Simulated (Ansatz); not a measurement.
Consider the formal exchange of groups at the Al–C bond: `B[C](=C)[AlH][CH3]` + CH₄ → `[CH3][AlH][CH3]` + `BC=C`.

Isolated molecules relaxed with PBE0-D4/def2-TZVP in Ansatz; ΔE leaves out vibrations. CCSD(T)/CBS is the MP2 limit (def2-TZVPP, def2-QZVPP) plus CCSD(T) − MP2 in def2-TZVPP, frozen cores. This one scheme is used for every species. DFT in def2-TZVPP. One conformer a species, not always the lowest.

| level | ΔE (kcal/mol) |
| --- | --- |
| ωB97X-V | 2.4 |
| SCS-MP2/def2-TZVPP | 3.2 |
| CCSD/def2-TZVPP | 2.5 |
| MP2/CBS(def2) | 3.3 |

Task: What does CCSD(T)/CBS give? (Estimate.)

Result: Computed: +2.7 kcal/mol. The listed levels differ from it by -0.3, 0.5, -0.2, 0.6 kcal/mol.

Largest T1 diagnostic among the species: 0.011.

The D4 term adds +1.4 kcal/mol with B3LYP and +0.8 kcal/mol with PBE0; it sums over pairs of atoms, weighted by their polarisabilities, and B3LYP, whose exchange is more repulsive, gets the larger term. In def2-TZVPP, CCSD(T) changes the Hartree–Fock value by +0.8 kcal/mol (the triples alone add +0.4 kcal/mol) and MP2 by +1.4 kcal/mol.

B3LYP here is the variant with VWN-RPA as its local correlation; programs differ in this.
